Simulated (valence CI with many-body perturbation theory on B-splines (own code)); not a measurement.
Sr⁶⁺: electric-dipole lines

Calculated by valence CI with perturbative core correlation (CI+MBPT): four valence electrons over a frozen Dirac-Fock core [Ar] 3d10, radial functions for each j: 11 s, 11 p, 10 d, 8 f, 5 g, 2 h, with the one-electron correlation potential Σ1, the two-electron term Σ2, the three-electron term Σ3, Breit, model QED; selected CI, second order for the rest (own B-spline code, finite nucleus).

Against 13 measured levels this calculation errs by 110 cm⁻¹ on average and by 272 at most. These come from a selection out of Sansonetti, J. Phys. Chem. Ref. Data 41, 013102 (2012). Levels without a partner in it may be off by more. Among the levels kept, up to 910 cm⁻¹ of a level comes from second order outside the variational space, and about a tenth of that is noise between levels of different J, which matters for small intervals.

Lines 1 to 50 of 569 in falling wavelength, among levels below 598780 cm⁻¹, chosen from the strongest by gf and those to the six lowest levels. Wavelengths and rates use the calculated energies, so an error of 100 cm⁻¹ moves a line at 414.3 nm by 0.41 % and its rate by three times that or more. Electric multipoles are in the length gauge, E1 and E2 with the static RPA response of the core. Weak lines are less certain than strong ones. Lines between different terms over intervals too small for the method are left out, as are lines whose strength nearly cancels. Where a level lies close to another of its J and parity, the split of strength between their lines is uncertain. The highest levels of a list are the least certain.

Names give the largest LS component (configuration and term), which can be under half, so a name can repeat, a term be missing and a line seem to break the LS rules; names also repeat where a configuration has a term twice. Letters in brackets count levels of one name in rising energy.

| λ vac (nm) | Upper | Lower | A (s⁻¹) | S (a.u.) with core polarisation | S without |
| --- | --- | --- | --- | --- | --- |
| 414.3 | 4s²4p5d ³P°_2 | 4s²4p4f ³D_3 | 1.64e+07 | 2.88e+00 | 2.87e+00 |
| 391.5 | 4s²4p6p ³D_1 | 4s²4p6s ³P°_1 | 8.78e+07 | 7.80e+00 | 7.82e+00 |
| 385.3 | 4s²4p6p ³D_1 | 4s²4p6s ³P°_0 | 3.70e+07 | 3.14e+00 | 3.15e+00 |
| 353.7 | 4s²4p5d ³D°_1 | 4s²4p4f ³F_2 [b] | 3.18e+07 | 2.08e+00 | 2.07e+00 |
| 345.3 | 4s²4p6p ³P_1 | 4s²4p6s ³P°_0 | 1.10e+08 | 6.69e+00 | 6.70e+00 |
| 340.0 | 4s²4p6p ³D_2 | 4s²4p6s ³P°_1 | 2.27e+08 | 2.20e+01 | 2.20e+01 |
| 332.0 | 4s²4d² ¹G_4 | 4s²4p5d ¹F°_3 | 3.03e+07 | 4.93e+00 | 4.93e+00 |
| 325.3 | 4s²4p6p ³D_2 | 4s4p²5p ⁵D°_1 [a] | 3.35e+07 | 2.84e+00 | 2.85e+00 |
| 319.7 | 4s²4p6p ³P_0 | 4s²4p6s ³P°_1 | 1.85e+08 | 2.98e+00 | 2.98e+00 |
| 311.0 | 4s²4p5d ³D°_3 | 4s²4p4f ³F_4 | 3.58e+07 | 3.72e+00 | 3.70e+00 |
| 287.5 | 4s²4p5d ³F°_2 | 4s²4p4f ³G_3 | 5.23e+07 | 3.06e+00 | 3.05e+00 |
| 255.8 | 4s²4p5d ³F°_3 | 4s²4p4f ¹G_4 | 9.74e+07 | 5.64e+00 | 5.60e+00 |
| 249.1 | 4s²4p5d ³F°_4 | 4s²4p4f ³G_5 | 1.53e+08 | 1.05e+01 | 1.05e+01 |
| 213.1 | 4s²4p5d ¹F°_3 | 4s²4p4f ³G_4 | 1.94e+08 | 6.50e+00 | 6.46e+00 |
| 212.2 | 4s²4p5d ¹D°_2 | 4s²4p4f ³G_3 | 6.84e+07 | 1.61e+00 | 1.60e+00 |
| 209.0 | 4s²4p5d ³F°_2 | 4s²4p4f ¹F_3 | 6.63e+07 | 1.50e+00 | 1.48e+00 |
| 203.7 | 4s4p²5p ⁵P°_3 | 4s4p²5s ³P_2 | 7.77e+07 | 2.27e+00 | 2.30e+00 |
| 186.1 | 4s4p²5p ³D°_1 | 4s4p²5s ³P_1 | 2.06e+08 | 1.96e+00 | 1.98e+00 |
| 185.2 | 4s²4p5p ³D_1 | 4s²4p5s ³P°_1 | 3.45e+08 | 3.25e+00 | 3.28e+00 |
| 184.0 | 4s²4p5p ³P_1 [b] | 4s²4p5s ¹P°_1 | 2.49e+08 | 2.30e+00 | 2.31e+00 |
| 183.8 | 4s4p²5p ⁵D°_3 | 4s4p²5s ⁵P_3 | 8.83e+07 | 1.89e+00 | 1.92e+00 |
| 182.7 | 4s4p²5p ⁵D°_1 [b] | 4s4p²5s ⁵P_2 | 1.77e+08 | 1.60e+00 | 1.62e+00 |
| 181.6 | 4s4p²4d ¹F_3 [a] | 4s²4p5s ³P°_2 | 5.31e+07 | 1.10e+00 | 1.11e+00 |
| 180.9 | 4s²4p5p ³D_1 | 4s²4p5s ³P°_0 | 1.38e+08 | 1.21e+00 | 1.22e+00 |
| 179.8 | 4s²4p5d ¹F°_3 | 4s²4p4f ¹G_4 | 8.68e+07 | 1.74e+00 | 1.73e+00 |
| 179.5 | 4s4p²5p ³D°_2 | 4s4p²5s ³P_1 | 2.49e+08 | 3.54e+00 | 3.59e+00 |
| 178.8 | 4s4p²5p ⁵D°_2 | 4s4p²5s ⁵P_2 | 2.20e+08 | 3.11e+00 | 3.15e+00 |
| 178.3 | 4s4p²5p ⁵P°_1 | 4s4p²5s ³P_0 [a] | 2.66e+08 | 2.23e+00 | 2.26e+00 |
| 177.2 | 4s4p²5p ⁵D°_0 | 4s4p²5s ⁵P_1 | 5.36e+08 | 1.47e+00 | 1.49e+00 |
| 176.2 | 4s4p²5p ⁵D°_1 [a] | 4s4p²5s ⁵P_1 | 3.90e+08 | 3.15e+00 | 3.20e+00 |
| 173.6 | 4s4p²5p ³D°_3 | 4s4p²5s ³P_2 | 4.35e+08 | 7.86e+00 | 7.96e+00 |
| 173.0 | 4s4p²5p ⁵P°_2 [b] | 4s4p²5s ³P_1 | 1.95e+08 | 2.48e+00 | 2.52e+00 |
| 172.7 | 4s²4p5p ³P_1 [b] | 4s²4p5s ³P°_2 | 1.31e+08 | 1.00e+00 | 1.01e+00 |
| 171.3 | 4s4p²5p ³D°_1 | 4s4p²5s ³P_0 [a] | 1.47e+08 | 1.09e+00 | 1.11e+00 |
| 168.8 | 4s4p²5p ⁵D°_4 | 4s4p²5s ⁵P_3 | 5.81e+08 | 1.24e+01 | 1.26e+01 |
| 166.6 | 4s4p²5p ⁵D°_1 [b] | 4s4p²5s ⁵P_1 | 1.63e+08 | 1.11e+00 | 1.13e+00 |
| 166.4 | 4s4p²5p ³P°_1 | 4s4p²5s ³P_2 | 4.51e+08 | 3.08e+00 | 3.12e+00 |
| 165.3 | 4s4p²5p ⁵D°_3 | 4s4p²5s ⁵P_2 | 6.20e+08 | 9.66e+00 | 9.81e+00 |
| 164.0 | 4s²4p5p ³D_3 | 4s²4p5s ³P°_2 | 6.07e+08 | 9.24e+00 | 9.35e+00 |
| 163.9 | 4s4p²5p ³P°_2 | 4s4p²5s ³P_2 | 6.76e+08 | 7.35e+00 | 7.47e+00 |
| 163.9 | 4s²4p5p ³P_2 | 4s²4p5s ³P°_2 | 6.53e+08 | 7.09e+00 | 7.16e+00 |
| 163.3 | 4s4p²5p ⁵D°_2 | 4s4p²5s ⁵P_1 | 4.99e+08 | 5.36e+00 | 5.45e+00 |
| 163.0 | 4s²4p5p ³D_2 | 4s²4p5s ³P°_1 | 6.55e+08 | 7.00e+00 | 7.08e+00 |
| 162.8 | 4s4p²5p ⁵P°_3 | 4s4p²5s ⁵P_3 | 3.86e+08 | 5.76e+00 | 5.86e+00 |
| 162.4 | 4s4p²5p ³D°_2 | 4s4p²5s ⁵P_3 | 2.33e+08 | 2.46e+00 | 2.49e+00 |
| 160.3 | 4s4p²5p ⁵P°_2 [a] | 4s4p²5s ⁵P_2 | 4.44e+08 | 4.51e+00 | 4.57e+00 |
| 159.7 | 4s²4p5p ³P_0 | 4s²4p5s ³P°_1 | 7.68e+08 | 1.54e+00 | 1.56e+00 |
| 159.6 | 4s²4p5p ³P_1 [a] | 4s²4p5s ³P°_0 | 5.48e+08 | 3.30e+00 | 3.33e+00 |
| 158.7 | 4s²4p6p ³D_1 | 4s²4p5d ³D°_1 | 1.63e+08 | 9.62e-01 | 9.58e-01 |
| 157.8 | 4s4p²5p ⁵P°_1 | 4s4p²5s ⁵P_2 | 3.69e+08 | 2.14e+00 | 2.18e+00 |
